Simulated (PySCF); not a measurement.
Shapes and spin states of PtOF2

All numbers come from PBE0/[Pt def2-SVP with ECP60, O def2-SVP, F def2-SVP], scalar-relativistic core potentials, density fitting, no spin–orbit coupling, PySCF.

Relaxations began from a few typed shapes and spin states; open shells are unrestricted. The search is not exhaustive: other isomers or separated fragments can lie lower, and high-lying points may rest on an excited occupation.

Task: Which is the lowest minimum found?
A. quintet C2v: Pt–F 1.882 Å (×2), Pt–O 1.928 Å; F–Pt–F 162.6°, F–Pt–O 98.7° (×2)
B. triplet C2v: Pt–F 1.891 Å (×2), Pt–O 1.726 Å; F–Pt–F 155.0°, F–Pt–O 102.5° (×2)
C. singlet (closed shell, unstable to spin polarisation) C2v: Pt–F 1.857 Å (×2), Pt–O 1.708 Å; F–Pt–F 130.9°, F–Pt–O 114.6° (×2)
D. broken-symmetry Ms = 0 (⟨S²⟩ 0.79) C2v: Pt–F 1.879 Å (×2), Pt–O 1.715 Å; F–Pt–F 146.6°, F–Pt–O 106.7° (×2)
E. singlet (closed shell, unstable to spin polarisation) C2v: Pt–F 1.856 Å (×2), Pt–O 1.708 Å; F–Pt–F 131.1°, F–Pt–O 114.5° (×2)
F. quintet Cs: Pt–F 1.900 Å, Pt–F 1.978 Å, Pt–O 1.801 Å; F–Pt–F 105.0°, F–Pt–O 97.2°, F–Pt–O 157.8°
G. triplet Cs: Pt–F 1.876 Å, Pt–F 1.885 Å, Pt–O 1.745 Å; F–Pt–F 96.0°, F–Pt–O 102.9°, F–Pt–O 161.1°

Result: B. The others lie at 4.6 (triplet Cs), 23.1 (broken-symmetry Ms = 0 C2v), 39.4 (singlet C2v), 39.6 (singlet C2v), 134.0 (quintet C2v), 142.1 (quintet Cs) kJ/mol above it.

Formally Pt is in oxidation state +4, d6, with 2 unpaired electrons (the high-spin count would be 4). The Mulliken spin on Pt is 0.81, so most of the spin sits on the ligands and the formal count fails. The polar-tensor charge on Pt, 1.26, is far below the formal one.

For the lowest minimum: with open d or f shells other occupations or spin states may lie lower. With an element this heavy the missing spin–orbit coupling can shift these numbers.

The electron or spin density has lower symmetry than the nuclear frame for the broken-symmetry Ms = 0 (⟨S²⟩ 0.79) C2v at 23.1 kJ/mol.
